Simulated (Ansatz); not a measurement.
The lowest doublet and quartet of CCl (SMILES [C]Cl); geometries from B3LYP-D3(BJ)/def2-TZVP, each state relaxed from the structure named, with no frequency check.
Doublet (charge 0, multiplicity 2):
```tsv
atom	x (Å)	y (Å)	z (Å)
C	0.0000	0.0000	-1.2243
Cl	0.0000	0.0000	0.4321
```

A positive gap puts the quartet lower; no zero-point energy. U- takes an unrestricted doublet. The quartet is unrestricted in single-reference levels. Active spaces average the two states.

Cores are frozen in the correlated methods.

Codes used: Ansatz (a quantum-chemistry and plane-wave program). 

### Question
One of these levels gives -233.9 kJ/mol for the gap E(doublet) − E(quartet), vertical, at the doublet's geometry. Which?
A) U-SCS-MP2/cc-pV(T+d)Z
B) U-CCSD/cc-pV(T+d)Z
C) SA-CASSCF(3,4)/cc-pV(T+d)Z

### Answer
A, U-SCS-MP2/cc-pV(T+d)Z. The others give -215.7 (U-CCSD/cc-pV(T+d)Z), -172.3 (SA-CASSCF(3,4)/cc-pV(T+d)Z)
